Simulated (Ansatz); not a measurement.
C2H7NSSi can be A, `C=NCS[SiH3]`, or B, `C=C(N)S[SiH3]`.

Calculated with Ansatz (gas phase, PBE0-D4/def2-TZVP geometries, no zero-point term in ΔE). CCSD(T)/CBS adds triple-zeta CCSD(T) − MP2 to the extrapolated MP2 energy (def2 sets, frozen cores). Functionals use def2-TZVPP. B3LYP here is the variant with VWN-RPA as its local correlation; programs differ in this. Each species was taken in one conformer, which may not be the lowest.

A:

Z-matrix (Å, degrees):
```
C
N 1 1.433
S 1 1.824 2 110.1
H 1 1.092 2 108.6 3 118.3
H 1 1.098 2 113.9 3 -119.6
C 2 1.258 1 118.4 3 117.4
Si 3 2.140 1 98.5 2 41.0
H 6 1.089 2 119.2 1 -179.2
H 6 1.098 2 123.1 1 0.6
H 7 1.482 3 114.0 1 -76.4
H 7 1.485 3 110.7 1 48.5
H 7 1.486 3 103.2 1 165.9
```

B:

Z-matrix (Å, degrees):
```
Si
S 1 2.145
H 1 1.483 2 110.7
H 1 1.485 2 113.1 3 -123.9
H 1 1.485 2 103.7 3 118.6
C 2 1.773 1 99.1 3 50.1
N 6 1.388 2 114.1 1 45.0
C 6 1.333 2 120.4 1 -133.0
H 7 1.009 6 114.4 2 44.0
H 7 1.010 6 114.2 2 175.4
H 8 1.080 6 120.9 2 6.6
H 8 1.084 6 120.7 2 -174.2
```

(1) Which isomer does CCSD(T)/CBS put lower? Give the gap. (Estimate.)

(2) Give E(B) − E(A) in kcal/mol with LDA (SPW92), CCSD(T)/def2-TZVPP, B3LYP-D4, CCSD/def2-TZVPP, B3LYP, CCSD(T)/def2-SVP, PBE-D4. (Estimate.)

(3) Does the order hold for the free energy at 298.15 K (harmonic terms from PBE0-D4)? (An estimate is asked.)

Largest T1 diagnostic: 0.012.

Answers

(1) Computed: B, by 9.5 kcal/mol.

(2) Ansatz gave: LDA (SPW92) -14.3, CCSD(T)/def2-TZVPP -8.3, B3LYP-D4 -9.9, CCSD/def2-TZVPP -8.1, B3LYP -9.5, CCSD(T)/def2-SVP -6.5, PBE-D4 -11.0. None reverses the order clearly.

(3) The calculation gave: Yes: G(B) − G(A) = -8.8 kcal/mol, for one conformer each. Modes under 60 cm⁻¹, often nearly free rotors, make the harmonic entropy too high.

In def2-TZVPP, CCSD(T) changes the Hartree–Fock value by −1.3 kcal/mol (the triples alone add −0.2 kcal/mol) and MP2 by −2.9 kcal/mol. Leaving LDA and LC-ωPBE aside and taking each functional with its dispersion term where it has one, the values, not all of them listed here, spread over 2.7 kcal/mol, from r2SCAN0-D4 to ωB97X-V. LDA lies −3.5 kcal/mol from PBE without D4.
